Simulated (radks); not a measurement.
Values are calculated unless marked as measured or tabulated.
Eu I, 63 electrons, occupied as [Xe] 4f7 6s2. Level of theory: scalar-relativistic Kohn-Sham, r2SCAN, spin-polarised, spherical densities, finite nucleus; open shells are filled with parallel spins first (spin-orbit coupling, left out, can overturn this in heavy ions); meta-GGA in the generalised Kohn-Sham scheme; Fermi nuclear charge, rms radius 5.1115 fm; hard spherical wall at 5 bohr (a radial shooting solver on a logarithmic mesh with Libxc functionals).

Unscreened Slater integrals over Kohn-Sham orbitals (eV). They are taken over the spin-up orbitals. Empty in this configuration: 5d.

F0(6s,6s): 8.1781
F0(6s,4f): 10.264
G3(6s,4f): 0.58828
F0(6s,5p): 9.6210
G1(6s,5p): 1.0665
F0(6s,5s): 9.8557
G0(6s,5s): 0.57890
F0(6s,5d): 8.8469
G2(6s,5d): 3.1453
F0(4f,4f): 27.189
F2(4f,4f): 12.524
F4(4f,4f): 7.7838
F6(4f,4f): 5.5798
F0(4f,5p): 17.884
F2(4f,5p): 6.3498
G2(4f,5p): 3.6135
G4(4f,5p): 2.7130
F0(4f,5s): 20.222
G3(4f,5s): 4.1237
F0(4f,5d): 12.771
F2(4f,5d): 3.2388
F4(4f,5d): 1.6079
G1(4f,5d): 1.8236
G3(4f,5d): 1.3580
G5(4f,5d): 1.0054
F0(5p,5p): 15.082
F2(5p,5p): 8.0648
F0(5p,5s): 16.236
G1(5p,5s): 10.778
F0(5p,5d): 11.789
F2(5p,5d): 5.5190
G1(5p,5d): 6.3341
G3(5p,5d): 3.8657
F0(5s,5s): 17.766
F0(5s,5d): 12.238
G2(5s,5d): 3.7860
F0(5d,5d): 10.183
F2(5d,5d): 5.4160
F4(5d,5d): 3.5876

Derived for the open shells (J is the average intra-shell exchange parameter used in DFT+U). 4f: F4/F2 = 0.622, F6/F2 = 0.446, J = (286 F2 + 195 F4 + 250 F6)/6435 = 1.009 eV.
